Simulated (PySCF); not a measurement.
Results of a calculation; reference values are marked as such.
A d8 ion sits in a regular octahedral field with 10Dq = 5076 cm⁻¹, B = 1291 cm⁻¹ and C = 4771 cm⁻¹.

Task: Which are the lowest 8 multiplets of ligand-field theory, and at what energies?

Result: 
| state | E / cm⁻¹ | E/B | CASSCF root / cm⁻¹ |
| --- | --- | --- | --- |
| 3A2g | 0 | 0.0 | 0 |
| 3T2g | 5076 | 3.9 | 5206 |
| 3T1g | 8888 | 6.9 | 9136 |
| 1Eg | 18331 | 14.2 | 18510 |
| 1T2g | 22641 | 17.5 | 22815 |
| 3T1g | 25710 | 19.9 | 25889 |
| 1A1g | 28471 | 22.0 | 28730 |
| 1T1g | 30114 | 23.3 | 30259 |

Δ/B = 3.9 on the Tanabe–Sugano diagram. The parameters were fitted to the CASSCF roots of [NiF6]4-, shown in the last column; over these levels the model misses the roots by 181 cm⁻¹ rms. CASSCF lacks dynamic correlation, so its B and C lie well above those fitted to measured bands.
